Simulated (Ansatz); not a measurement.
Relaxation of F₂H₆O₂Si (11 atoms, charge 0, multiplicity 1), to a largest force component of 0.03 eV/Å in at most 50 steps.

The calculation used RHF/def2-SVP (Ansatz).

```xyz
11
Properties=species:S:1:pos:R:3
Si -0.334 0.972 -0.852
O -0.353 -1.992 -0.059
H 0.031 0.136 -1.990
H -1.620 0.671 -0.217
O -0.262 2.522 -1.375
H 1.100 -0.513 2.028
F 0.812 0.811 0.330
H -0.203 -2.093 0.879
F 0.953 -1.249 2.521
H 0.325 -2.507 -0.472
H -0.449 3.243 -0.793
```

**Question.** Where does it end, and by what steps?

**Answer.** The run converged. After 9 steps the energy has fallen by 0.091 eV; F9 moved furthest, 0.28 Å.

| step | energy less start (eV) | largest force component (eV/Å) | accepted |
| --- | --- | --- | --- |
| 0 | 0.0000 | 0.580 | yes |
| 1 | -0.0709 | 0.240 | yes |
| 2 | -0.0381 | 0.933 | no |
| 3 | -0.0826 | 0.272 | yes |
| 4 | -0.0867 | 0.101 | yes |
| 5 | -0.0892 | 0.041 | yes |
| 6 | -0.0899 | 0.063 | yes |
| 7 | -0.0901 | 0.125 | yes |
| 8 | -0.0904 | 0.060 | yes |
| 9 | -0.0907 | 0.013 | yes |

```xyz
11
Properties=species:S:1:pos:R:3
Si -0.292 0.919 -0.787
O -0.413 -1.936 0.003
H 0.273 0.113 -1.863
H -1.660 0.611 -0.369
O -0.168 2.479 -1.268
H 1.069 -0.394 1.796
F 0.649 0.768 0.543
H -0.085 -2.010 0.890
F 1.103 -1.147 2.309
H 0.059 -2.587 -0.495
H -0.534 3.184 -0.759
```

Whether the end is a true minimum wasn't checked by a vibrational analysis.

Run time: 12 s on 2 threads of AMD EPYC 7R43 64-Core Processor (Zen 3), with other jobs on the host, peak memory 0.21 GiB.
